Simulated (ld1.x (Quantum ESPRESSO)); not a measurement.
**Ranking ultrasoft potentials for manganese**

All share these settings but for the change named:

- Element: manganese
- Generator: ld1.x (Quantum ESPRESSO) 7.5
- Type: ultrasoft
- Functional: PBEsol
- Relativity: scalar-relativistic
- Frozen core: [Ar]
- Valence charge: 7
- Reference configuration: 3d6 4s1 4p0
- Partial waves: 4s (bound): rcut 2.35, rcutus 2.80 bohr; 4s channel at 0.6 Ry: rcut 2.35, rcutus 2.80 bohr; 4p (bound, empty): rcut 2.40, rcutus 2.90 bohr; 4p channel at 0.65 Ry: rcut 2.40, rcutus 2.90 bohr; 3d (bound): rcut 1.10, rcutus 1.25 bohr; 3d channel at 0.25 Ry: rcut 1.10, rcutus 1.25 bohr
- Local potential: all-electron potential smoothed inside 2.55 bohr (lloc = -1)
- Core correction: none
- Augmentation charge: PSQ, radius 1.10 bohr

Cutoff: the first of the cutoffs (Ry, on a coarse ladder) from which the occupation-weighted sum of valence levels, in a spherical-Bessel basis at the reference potential, stays within 10 and 1 mRy of its value at 400 Ry; the density cutoff is not measured.

The base gives 70 Ry.

Of 8 variants that were run, those that failed, showed a ghost or another fault, or gave nearly equal values are left out.

(1) Rank these variants from softest to hardest (loose cutoff).
A. all radii scaled by about 1.32 (s 3.68, p 3.82, d 1.64 bohr, rcut 3.10/3.16/1.44); local potential all-electron potential smoothed inside 3.36 bohr (lloc = -1); augmentation PSQ, radius 1.44 bohr
B. all radii scaled by about 1.07 (s 3.00, p 3.12, d 1.34 bohr, rcut 2.52/2.58/1.18); local potential all-electron potential smoothed inside 2.74 bohr (lloc = -1); augmentation PSQ, radius 1.18 bohr
C. all radii scaled by about 1.14 (s 3.18, p 3.30, d 1.42 bohr, rcut 2.66/2.72/1.24); local potential all-electron potential smoothed inside 2.90 bohr (lloc = -1); augmentation PSQ, radius 1.24 bohr
D. all radii scaled by about 0.82 (s 2.30, p 2.38, d 1.02 bohr, rcut 1.92/1.98/0.90); local potential all-electron potential smoothed inside 2.10 bohr (lloc = -1); augmentation PSQ, radius 0.90 bohr
E. all radii scaled by about 1.40 (s 3.92, p 4.06, d 1.74 bohr, rcut 3.28/3.36/1.54); local potential all-electron potential smoothed inside 3.56 bohr (lloc = -1); augmentation PSQ, radius 1.54 bohr

Answers

(1) E (35 Ry), A (40 Ry), C (50 Ry), B (60 Ry), D (100 Ry).
